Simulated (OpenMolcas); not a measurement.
## Er3+: moving or changing the point charges

Er3+ among 8 point charges of -1.5 e arranged as a cube (Oh), 2.2 Å from the ion.

```
Program             : OpenMolcas
Method              : CASSCF
Basis               : ANO-RCC-VDZP [7s6p4d2f1g]
Scalar Hamiltonian  : DKH2, point nucleus
Active space        : 11 electrons in 7 orbitals (4f)
State averaging     : 2S+1 = 4 odd, 35 roots (30 in the spin-orbit step); 2S+1 = 2 odd, 73 roots kept (CI in the orbitals of an earlier block)
Spin-orbit coupling : RASSI with atomic mean-field integrals over the reference wave functions
```

Runs around this geometry, states (labels of O, the rotations of Oh). Energies in cm-1 above the lowest state or level, χT in cm3 K/mol.

| R (Å) | Ground state | First state of that spin | First gap with spin-orbit (degeneracies) | Width of lowest J | χT at 300 K |
| --- | --- | --- | --- | --- | --- |
| 2.2 | 4E | 4T2 6.1 | 29.1 (2, 4) | 310 | 11.309 |
| 2.37 | 4E | 4T2 7.1 | 20.5 (2, 4) | 212 | 11.376 |
| 2.56 | 4E | 4T2 6.7 | 14.1 (2, 4) | 143 | 11.410 |

Taking the width of the lowest J multiplet as R^-n, n = -ln(143 / 310) / ln(2.56 / 2.2) = 5.1 between the shortest and longest distance.

High states are left out of the spin-orbit mixing, which shifts the levels that they would mix with. This is an electrostatic model: the charges have no orbitals. No measured value stands beside these numbers.
